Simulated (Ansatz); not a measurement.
Z-matrix (Å, degrees):
```
C
C 1 1.3345
H 2 1.0819 1 121.57
H 2 1.0821 3 116.99 1 -179.94
C 1 1.4619 2 116.79 3 -179.97
C 5 1.3490 1 132.10 2 -179.93
H 6 1.0873 5 113.01 1 179.96
H 5 1.0876 6 116.36 7 -0.08
C 1 1.4970 2 120.59 3 0.00
H 9 1.0886 1 110.19 2 -0.06
H 9 1.0892 10 108.63 1 -122.10
H 9 1.0893 10 108.63 11 -115.78
B 6 1.5297 7 115.66 5 179.94
H 13 1.1865 6 124.26 7 -179.79
H 13 1.1934 14 117.60 11 -155.21
```
Charge 0, multiplicity 1.

Computed with frozen-core CCSD(T)/cc-pVTZ // CAM-B3LYP-D3(BJ)/def2-TZVP run with Ansatz (an electronic-structure program). The restricted HF reference is unstable towards unrestricted orbitals.

- HF energy: -219.28381 Ha
- MP2 correlation energy: -0.92128 Ha

Estimate the CCSD correlation energy, the (T) correction, the total energy and the T1 diagnostic.


```yaml
CCSD correlation energy: -0.97491 Ha
"(T) correction": -0.04502 Ha
CCSD(T) total energy: -220.30374 Ha
T1 diagnostic: 0.011
```
